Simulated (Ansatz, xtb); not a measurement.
# Relative energy of two isomers of C2H9FSSi2

Structure a is `C[Si@H](F)SC[SiH3]`, a singlet and structure b is `CS[Si@H](F)C[SiH3]`, a singlet. Both are isolated molecules in the gas phase, relaxed with PBE-D3(BJ)/def2-SVP; each stands in its lowest conformer found.

Estimate which is lower in electronic energy at CCSD(T)/def2-SVP + ΔMP2/def2-TZVPP, and by roughly how much.

The CCSD(T)/def2-SVP + ΔMP2/def2-TZVPP calculation puts structure b lower, by 11.6 kJ/mol.

Level by level:

```tsv
level	geometry	E(b) − E(a) (kJ/mol)	departure from the last row (kJ/mol)	job, with rough time for the two
PBE-D3(BJ)/def2-SVP	PBE-D3(BJ)/def2-SVP	−8.9	+2.7	optimisation, 47 s
HF/def2-SVP	PBE-D3(BJ)/def2-SVP	−10.1	+1.4	part of the CCSD(T) run
MP2/def2-SVP	PBE-D3(BJ)/def2-SVP	−10.1	+1.5	part of the CCSD(T) run
CCSD(T)/def2-SVP	PBE-D3(BJ)/def2-SVP	−9.5	+2.1	single point
CCSD(T)/def2-SVP + ΔMP2/def2-TZVPP	PBE-D3(BJ)/def2-SVP	−11.6		single point, 59 s
```

As drawn, both hold the same kinds of bond in the same numbers.

None of the levels shown reverses the order. The largest departure from CCSD(T)/def2-SVP + ΔMP2/def2-TZVPP is that of PBE-D3(BJ)/def2-SVP, 2.7 kJ/mol. Levels run at GFN2-xTB geometries aren't shown. The last row adds to CCSD(T) the change of the MP2 difference between the two basis sets, here −2.1 kJ/mol.

With thermal terms from frequencies at re-optimised GFN2-xTB minima (ideal gas, soft modes damped towards free rotors, one conformer each, 298.15 K, 1 atm): on the last row, ΔE + ΔZPE = −11.5, ΔH = −11.6, ΔG = −11.3 kJ/mol.

The correlated steps freeze 18 core orbitals. Programs: Ansatz 0.2.0, xtb 6.7.1; the last row on 4 threads of Arm Neoverse V1 on a shared host.
